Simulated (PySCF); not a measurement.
**Magnetic susceptibility: SMILES N#CC1=COC(=O)C1, C5H3NO2**

Molfile (atoms numbered from 1):
```
C5H3NO2
     RDKit          3D

 11 11  0  0  0  0  0  0  0  0999 V2000
    3.0779   -0.1295    0.9709 N   0  0  0  0  0  0  0  0  0  0  0  0
    2.0171   -0.0013    0.5555 C   0  0  0  0  0  0  0  0  0  0  0  0
    0.7099    0.1302    0.0687 C   0  0  0  0  0  0  0  0  0  0  0  0
    0.2661    0.9811   -0.8692 C   0  0  0  0  0  0  0  0  0  0  0  0
   -1.0616    0.8589   -1.1199 O   0  0  0  0  0  0  0  0  0  0  0  0
   -1.5844   -0.1243   -0.3212 C   0  0  0  0  0  0  0  0  0  0  0  0
   -2.7339   -0.4315   -0.3429 O   0  0  0  0  0  0  0  0  0  0  0  0
   -0.4591   -0.6883    0.5304 C   0  0  0  0  0  0  0  0  0  0  0  0
    0.7909    1.7270   -1.4371 H   0  0  0  0  0  0  0  0  0  0  0  0
   -0.6810   -0.5618    1.5921 H   0  0  0  0  0  0  0  0  0  0  0  0
   -0.3364   -1.7577    0.3468 H   0  0  0  0  0  0  0  0  0  0  0  0
  1  2  3  0
  2  3  1  0
  3  4  2  0
  4  5  1  0
  5  6  1  0
  6  7  2  0
  6  8  1  0
  8  3  1  0
  4  9  1  0
  8 10  1  0
  8 11  1  0
M  END
```

Method: PySCF, GIAO KT3/pcSseg-1 magnetisability, rotational g tensor and spin-rotation constants, non-relativistic, gas phase. Geometry: GFN2-xTB.

How diamagnetic is it, and how anisotropic?

Isotropic -845 × 10⁻³⁰ J/T², or -50.9 × 10⁻⁶ cm³/mol; principal values -952, -867, -716 × 10⁻³⁰ J/T², anisotropy 208 × 10⁻³⁰ J/T² (root of half the summed squared differences of the principal values). The susceptibility is in cgs units.

Split it along the inertial axes a, b, c into diamagnetic and paramagnetic parts about the centre of mass, with the quadrupole moment.


| axis | χ (10⁻⁶ cm³/mol) | diamagnetic (10⁻⁶ cm³/mol) | paramagnetic (10⁻⁶ cm³/mol) | summed x² of all electrons (Å²) | quadrupole Θ (D Å) |
| --- | --- | --- | --- | --- | --- |
| a | -51.8 | -250.4 | 198.6 | 205.7 | -26.67 |
| b | -43.5 | -917.4 | 873.9 | 48.5 | +16.05 |
| c | -57.3 | -1078.6 | 1021.2 | 10.5 | +10.63 |

Anisotropies 2χaa − χbb − χcc = -2.7 and 2χbb − χaa − χcc = +22.1 × 10⁻⁶ cm³/mol. Θ is traceless in Buckingham's convention.

And the rotational g tensor?


| axis | rotational constant (GHz) | g | nuclear part | electronic part |
| --- | --- | --- | --- | --- |
| a | 7.0640 | -0.0700 | 0.5890 | -0.6590 |
| b | 1.3146 | -0.0337 | 0.5060 | -0.5397 |
| c | 1.1160 | -0.0197 | 0.5158 | -0.5354 |

Asymmetric top; isotopes 12C, 1H, 14N, 16O; no vibrational averaging.
